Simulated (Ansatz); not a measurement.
Correlation energies of I2Zn (`[I][Zn][I]`) by basis set

```xyz
3

I    -1.408   -1.227   -1.533
Zn    0.000    0.000    0.000
I     1.408    1.227    1.533
```

Total charge 0; spin multiplicity 1. For Zn the d shell is correlated and the shells below it are frozen. Correlated methods include outer-core shells of I, which these sets cover unevenly. Scalar relativity is left out up to krypton. I: def2 effective core potential. Geometry: relaxed with PBE0-D4/def2-TZVP. Frozen core, restricted reference, the Gaussian-basis code of Ansatz.

```csv
basis,HF (Eh),MP2 corr.,CCSD corr.,(T),CCSD(T) total
def2-SVP,-2370.99830,-0.52426,-0.51659,-0.01280,-2371.52769
def2-TZVPP,-2371.26073,-1.47578,-1.37133,-0.03333,-2372.66539
def2-QZVPP,-2371.30503,-1.85740,-1.70811,-0.04888,-2373.06202
```
